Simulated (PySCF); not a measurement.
ClFHInO, SMILES [OH][In]([F])[Cl].

Geometry: B3LYP-D3(BJ)/def2-SVP. The def2 effective core potentials stand for the cores of In; spin–orbit coupling is left out. The values are those of a single conformer.

The numbers are results of PySCF with B3LYP/def2-TZVPD, not measurements.

The molecule is in vacuum.

- total energy: -826.27667 hartree
- point group: Cs
- highest occupied level: -9.19 eV
- lowest empty level: -3.39 eV
- orbital gap: 5.80 eV
- dipole moment: 1.34 D
- quadrupole, principal values (traceless, Buckingham form, about the centre of nuclear charge): -12.00, 3.60, 8.39 D·Å
- mean static polarisability: 54.4 bohr³ (8.06 Å³)
- polarisability, principal values: 40.5, 53.5, 69.2 bohr³
